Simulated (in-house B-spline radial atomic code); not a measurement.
Ionising the calcium ion Ca⁸⁺ with different functionals

Computed with a B-spline radial code for spherical atoms: non-relativistic Hamiltonian, point nucleus, spin-polarised at highest spin, spherical fractional occupations for the functionals, and exact exchange of hybrids averaged over the configuration. The ionisation energy is the difference of two self-consistent energies, [Ne] 3s2 → [Ne] 3s1, without Breit or QED terms; ε is the level of the shell that loses the electron (its least bound occupied spin orbital).

```csv
method,rung,ΔSCF (eV),-ε(3s) (eV)
PBE0,global hybrid,187.43,180.14
B3LYP,global hybrid,187.78,179.92
TPSSh,global hybrid,?,?
M06-2X,global hybrid,187.95,182.70
BHandHLYP,global hybrid,187.31,182.35
r2SCAN0,global hybrid,186.49,180.33
B97-1,global hybrid,187.80,179.73
HSE06,range-separated hybrid,187.47,179.80
wB97X,range-separated hybrid,?,?
CAM-B3LYP,range-separated hybrid,187.76,181.89
LC-wPBE,range-separated hybrid,187.74,183.42
```

Task: What does TPSSh give?

Result: ΔSCF 187.19 eV, and -ε(3s) = 178.90 eV.

Task: What does wB97X give?

Result: ΔSCF 186.47 eV, and -ε(3s) = 182.95 eV.

Task: Among the functionals, which spreads more, the ΔSCF values or the orbital energies?

Result: The orbital energies: ΔSCF values span about 1.48 eV and the orbital energies 4.52 eV.

Task: How do they compare with the NIST value?

Result: NIST lists 188.54 eV ± 0.06 (semi-empirical, ground level to ground level). Errors run from -2.07 to -0.59 eV; M06-2X is closest (-0.59 eV), but part of that can be cancellation, since the calculations leave out relativity, Breit-QED terms, the near-degeneracy of s² and p².
